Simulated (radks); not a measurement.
Question: Cl5+, configuration [Ne] 3s2. Method: scalar-relativistic Kohn-Sham, PBEsol, spin-polarised, spherical densities, finite nucleus; Fermi nuclear charge, rms radius 3.3654 fm; computed with a radial shooting solver on a logarithmic mesh with Libxc functionals. Some entries of the table are withheld. Estimate them.

| orbital | occ. | eigenvalue (hartree) | <r^2> (bohr^2) |
|---|---|---|---|
| 1s | 2 | (1) | 0.01115 |
| 2s | 2 | -12.36127 | (2) |
| 2p | 6 | (3) | (4) |
| 3s | 2 | -3.28277 | 1.954 |

Answer: 
(1) 1s eigenvalue (hartree): -104.1961
(2) 2s <r^2> (bohr^2): 0.2320
(3) 2p eigenvalue (hartree): -10.14507
(4) 2p <r^2> (bohr^2): 0.2024
